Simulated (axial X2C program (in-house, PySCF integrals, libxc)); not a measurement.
# Pt⁺: configurations by level of theory

Computed with an in-house all-electron X2C program for linear molecules (integrals from PySCF), basis dyall-cv3z (cores contracted in-house), spin-free (one-electron X2C) and two-component (2c, atomic mean-field Coulomb and Gaunt terms). Energies in eV from the lowest row of each column (rows without correlated energies are left out; n/a marks j-coupled starts, which PBE0 does not hold); electrons by l are Mulliken totals of the Hartree–Fock solution, and PBE0 can relax to another configuration under the same block occupation. Coupled cluster uses truncated natural virtuals with an MP2 remainder. Frozen shells in the correlated columns: 5 s, 4 p, 2 d, 1 f.

Spin-free determinants:

```
     electrons by l  M_S, M_L    HF   MP2  CCSD(T)  PBE0
    s10 p24 d29 f14    1/2, 0  0.01  0.00     0.00  0.00
s10.1 p24 d28.9 f14    1/2, 2  0.00  0.03     0.05  0.07
    s10 p24 d29 f14    1/2, 1  0.10  0.06     0.05  0.07
    s11 p24 d28 f14    3/2, 2  0.29  0.91     0.90  0.81
    s11 p24 d28 f14    3/2, 3  0.35  0.95     0.95  0.98
```

Two-component determinants:

```csv
electrons by l,2M_J,HF,MP2,CCSD(T),PBE0
s10 p24 d29 f14,1,0.12,0.01,0.00,0.13
s10.2 p24 d28.8 f14,3,0.00,0.00,0.01,0.06
s10.2 p24 d28.8 f14,5,0.04,0.01,0.03,0.00
s11 p24 d28 f14,9,0.09,0.58,0.58,0.57
s11 p24 d28 f14,7,0.16,0.66,0.62,0.55
```

Ground level as tabulated from the NIST Atomic Spectra Database (leading term): 2S+1 = 2, L = 2, J = 5/2.

Spin-free rows of one term, and 2c rows of one J level, should be degenerate; broken spherical symmetry, the missing current term of PBE0 and determinants that mix terms or J levels spread them. The search is wide but not exhaustive and can miss a configuration; gaps between s and d configurations can be off by some tenths of an eV with this basis and core.

The run took 2.3 min on 1 thread of Arm Neoverse V2, on a shared host.
